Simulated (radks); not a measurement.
Ionisation of neutral lithium, [He] 2s1, to [He] as the strength of local exchange is varied. All-electron calculation, non-relativistic Kohn-Sham, Slater X-alpha exchange (alpha = 2/3 is LDA exchange), no correlation, spin-polarised, spherical densities, point nucleus; open shells are filled with parallel spins first. Program: a radial shooting solver on a logarithmic mesh with Libxc functionals.

alpha  E(Li) (hartree)  exchange (hartree)  IE (eV)  -e of the level emptied (eV)  <r> of it (bohr)
0.667         -7.19415            -1.50622    5.029                    2.735 (2s)             3.934
0.763         -7.41299            -1.75555    5.490                    3.218 (2s)             3.758
0.765         -7.41759            -1.76083    5.500                    3.228 (2s)             3.754
0.777         -7.44525            -1.79259    5.559                    3.291 (2s)             3.734
0.913         -7.76311            -2.16140    6.254                    4.040 (2s)             3.516
0.989         -7.94430            -2.37459    6.661                    4.487 (2s)             3.407

NIST Atomic Spectra Database: 5.392 eV (measured). The Delta-SCF value meets it near alpha = 0.74.
